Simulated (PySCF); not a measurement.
# Electron correlation in Ti(3+) (titanium, charge +3)

[Ar] 3d1, 2D determinant. All numbers are calculated (PySCF 2.14, the spin-free X2C one-electron Hamiltonian (Gaussian nucleus), in x2c-TZVPPall with one added diffuse shell each of s, p, d, f type (7s6p5d3f1g, 80 functions)). Frozen: [Ne]; 9 electrons correlated.

```csv
level,correlation energy (mhartree)
CCSD,-235.47
(T),-4.22
CCSD(T),-239.69
```

Diagnostics: T1 = 0.0029, D1 = 0.0089, largest double amplitude 0.039.

Cost of the coupled-cluster step: of the order of 15 core-seconds, for 9 correlated electrons.

This basis was not built for core-valence correlation, so the inner-shell part is incomplete.
